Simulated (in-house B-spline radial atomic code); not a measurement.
# RPA and G0W0 on Hartree-Fock: Ni VI (Ni5+)

Configuration [Ar] 3d5, highest spin, mean-field start Hartree-Fock. Computed with an all-electron radial atomic-structure program (B-spline basis): all electrons, non-relativistic, point nucleus, each spin shell either full or empty, empty states to l = 9 with an (l + 1/2)⁻⁴ tail; G0W0 by contour deformation at full frequency.

Command:
```bash
python run_gw.py task.json out
```
Settings (radii: box in bohr, nucleus in fm):
```
Z                        28
electrons                23
configuration            [Ar] 3d5
hamiltonian              nr
method                   hf
lmax                     9
spin_polarised           True
box_radius               10.43
intervals                49
```

Run time, properties included: 0.9 s on 1 thread of Intel(R) Xeon(R) 6975P-C (Granite Rapids), with other jobs on the host.

Energies (hartree):

| term | value |
| --- | --- |
| mean-field total | -1500.13985 |
| Hartree-Fock functional on these orbitals | -1500.13985 |
| direct second order | -1.5829 |
| second-order exchange | 0.51924 |
| SOSEX correction | 0.4892 |

Q: What is the RPA correlation energy, and what remains with SOSEX?

A: RPA gives -1.4399 hartree (-1.7 eV per electron); RPA + SOSEX gives -0.95075, and the second-order doubles (MP2) -1.0636 hartree. RPA lacks exchange-type terms and so overcorrelates at short range.

Quasi-particle levels (eV):

```
  level  occupied  mean field  Σx - vxc     Σc  QP weight     G0W0
  3d up       yes     -109.73      0.00      ?          ?        ?
3p down       yes     -165.04      0.00  -0.05      0.971  -165.08
3s down       yes     -211.76      0.00   4.89      0.931  -206.87
3d down        no      -71.79      0.00  -4.13      0.978   -75.93
```

G0W0 = mean field + (Σx - vxc) + Σc, with Σc (partial-wave tail included) taken at the quasi-particle energy. Only the outer levels were computed. Levels of low weight are left out.

Q: Where does G0W0 put 3d up?

A: At -108.91 eV, with Σc = 0.82 eV and a quasi-particle weight of 0.974. The tabulated removal energy is 108 ± 1 eV (NIST, semi-empirical); the calculation leaves out relativity, Breit and QED terms, and what these don't explain is the method's own error.
